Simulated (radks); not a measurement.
The selenium anion Se2-, [Kr], held by a Watson sphere: a shell of charge +2.8 at radius R that stands for the Madelung well of a crystal (potential energy -2.8/R inside, -2.8/r outside, in hartree with lengths in bohr). Method: scalar-relativistic Kohn-Sham, LDA (Slater exchange, VWN5 correlation), spin-polarised, spherical densities, finite nucleus; Fermi nuclear charge, rms radius of each element as measured or else 0.836 A^(1/3) + 0.57 fm; computed with a radial shooting solver on a logarithmic mesh with Libxc functionals. Response by self-consistent Sternheimer equations with the Hartree and adiabatic LDA kernel, the relativistic mass of each level held fixed and spin-orbit coupling left out. The sphere does not respond.

R (bohr)  e(3d) (eV)  e(4s) (eV)  e(4p) (eV)  <r> 4p (bohr)  sum of <r^2> (bohr^2)  X-ray form factor at sin(theta)/lambda = 0.1 1/angstrom  alpha (bohr^3)
2.39         -58.306     -25.201     -14.742          2.232                  50.66                                                   32.805           24.05
4.83         -52.955     -17.735      -7.958          2.770                  73.19                                                   32.007           94.80
4.92         -52.817     -17.573      -7.790          2.784                  73.91                                                   31.992           99.05
5.06         -52.609     -17.332      -7.538          2.805                  75.02                                                   31.968           106.0
5.32         -52.242     -16.913      -7.098          2.842                  77.07                                                   31.930           119.9
